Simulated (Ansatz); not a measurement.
Correlation energies of `BC(C)=N` by basis set

Cartesian coordinates in Å:
```
B 0.725 1.128 0.521
C -0.235 -0.043 0.183
C -0.004 -1.078 -0.864
N -1.381 0.032 0.750
H 1.004 1.355 1.661
H 1.081 1.876 -0.343
H 0.840 -1.716 -0.586
H -0.895 -1.695 -0.992
H 0.259 -0.605 -1.815
H -1.393 0.747 1.485
```

Charge 0, multiplicity 1. All single points use the PBE0-D4/def2-TZVP geometry. It is one conformer, not always the lowest. Frozen core, restricted reference, Ansatz. CBS rows extrapolate triple and quadruple zeta; past MP2 they add the triple-zeta difference.

```csv
basis,HF (Eh),MP2 corr.
def2-SVP,-158.19852,-0.52146
def2-TZVPP,-158.37958,-0.63742
def2-QZVPP,-158.38716,-0.67899
```

Task: Estimate the CCSD correlation energy and the (T) correction in each basis where they were run (hartree).

Result: 
```tsv
basis	CCSD corr.	(T)
def2-SVP	-0.56752	-0.01920
def2-TZVPP	-0.67477	-0.02907
CBS(def2)	-0.74712	as TZ
```
